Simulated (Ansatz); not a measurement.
Cost and result for the atomization energy of CH6ClGaSi (`ClC[SiH2][GaH2]`) (10 atoms, 9 bonds).

```xyz
10

Cl   -1.492   -0.084   -1.228
C    -0.460   -1.292   -0.357
Si    1.024   -0.282    0.308
Ga   -0.201    1.798    0.318
H    -0.232   -2.077   -1.076
H    -1.084   -1.701    0.437
H     1.503   -0.922    1.567
H     2.123   -0.394   -0.693
H     0.112    2.946   -0.705
H    -1.293    2.009    1.429
```

Charge 0, multiplicity 1. Correlated methods include outer-core shells of Ga, which these sets cover unevenly. Scalar relativity is left out up to krypton. Geometry: relaxed with PBE0-D4/def2-TZVP. It is one conformer, not always the lowest. Program: Ansatz. All runs use 4 threads of an Intel Xeon 6975P-C on a shared host. Times are those of one run each, without the atoms' runs, and a repeat can differ threefold. Electronic energies, without spin–orbit coupling; frozen cores. CCSD(T)/CBS adds CCSD(T) − MP2 in def2-TZVPP to the MP2 limit, and its time is that of the two runs behind it. T1 = 0.012. With those shells the extrapolation isn't a true limit. B3LYP takes the VWN-RPA correlation (the form of Gaussian; ORCA's B3LYP/G). HSE06 is the plane-wave form, built on full-range PBE exchange.

CCSD(T)/CBS is a level of theory with its own doubt, some kJ/mol a heavy atom from the limit and from the frozen cores, so smaller differences don't rank the functionals.

```csv
level,functions,wall time
PBE-D4/def2-TZVPP (with forces),247,1.4 s
HSE06-D4/def2-TZVPP,247,2.1 s
CAM-B3LYP-D4/def2-TZVPP,247,2.2 s
r2SCAN-D4/def2-TZVPP (with forces),247,2.4 s
CCSD(T)/def2-SVP,112,2.6 s
B3LYP-D4/def2-TZVPP (with forces),247,3 s
B2PLYP/def2-TZVPP,247,3.3 s
ωB97X-V/def2-TZVPP,247,4.1 s
B97M-V/def2-TZVPP,247,4.2 s
ωB97M-V/def2-TZVPP (with forces),247,6 s
MP2/def2-QZVPP,466,14 s
CCSD(T)/def2-TZVPP,247,37 s
CCSD(T)/CBS(def2),–,51 s
```

Problem. What atomization energy does each give, and how far from CCSD(T)/CBS? (Best estimate.)

Solution. The calculation gave: 
```json
{"level": "PBE-D4/def2-TZVPP (with forces)", "atomization (kcal/mol)": "696.4", "difference from CCSD(T)/CBS": "-0.3", "per bond": "0.0"}
{"level": "HSE06-D4/def2-TZVPP", "atomization (kcal/mol)": "692.7", "difference from CCSD(T)/CBS": "-4.0", "per bond": "-0.4"}
{"level": "CAM-B3LYP-D4/def2-TZVPP", "atomization (kcal/mol)": "693.2", "difference from CCSD(T)/CBS": "-3.5", "per bond": "-0.4"}
{"level": "r2SCAN-D4/def2-TZVPP (with forces)", "atomization (kcal/mol)": "698.0", "difference from CCSD(T)/CBS": "1.3", "per bond": "0.1"}
{"level": "CCSD(T)/def2-SVP", "atomization (kcal/mol)": "653.3", "difference from CCSD(T)/CBS": "-43.4", "per bond": "-4.8"}
{"level": "B3LYP-D4/def2-TZVPP (with forces)", "atomization (kcal/mol)": "689.7", "difference from CCSD(T)/CBS": "-7.0", "per bond": "-0.8"}
{"level": "B2PLYP/def2-TZVPP", "atomization (kcal/mol)": "681.8", "difference from CCSD(T)/CBS": "-14.9", "per bond": "-1.7"}
{"level": "ωB97X-V/def2-TZVPP", "atomization (kcal/mol)": "700.1", "difference from CCSD(T)/CBS": "3.4", "per bond": "0.4"}
{"level": "B97M-V/def2-TZVPP", "atomization (kcal/mol)": "701.3", "difference from CCSD(T)/CBS": "4.6", "per bond": "0.5"}
{"level": "ωB97M-V/def2-TZVPP (with forces)", "atomization (kcal/mol)": "695.5", "difference from CCSD(T)/CBS": "-1.2", "per bond": "-0.1"}
{"level": "MP2/def2-QZVPP", "atomization (kcal/mol)": "691.3", "difference from CCSD(T)/CBS": "-5.4", "per bond": "-0.6"}
{"level": "CCSD(T)/def2-TZVPP", "atomization (kcal/mol)": "681.1", "difference from CCSD(T)/CBS": "-15.6", "per bond": "-1.7"}
{"level": "CCSD(T)/CBS(def2)", "atomization (kcal/mol)": "696.7", "difference from CCSD(T)/CBS": "0.0", "per bond": "0.0"}
```

At CCSD(T), def2-SVP lies −43.4 kcal/mol from the extrapolated value and def2-TZVPP −15.7 kcal/mol: correlation converges slowly with the basis, and small sets miss more of it in the bonded molecule than in its fragments. The D4 term adds +10.3 kcal/mol with B3LYP and +5.4 kcal/mol with PBE0; it sums over pairs of atoms, weighted by their polarisabilities, and B3LYP, whose exchange is more repulsive, gets the larger term. From r2SCAN to r2SCAN0 (25 % exact exchange), in def2-TZVPP and without D4, the atomization energy moves by −6.5 kcal/mol: exact exchange takes away binding that semilocal exchange gives to molecules.
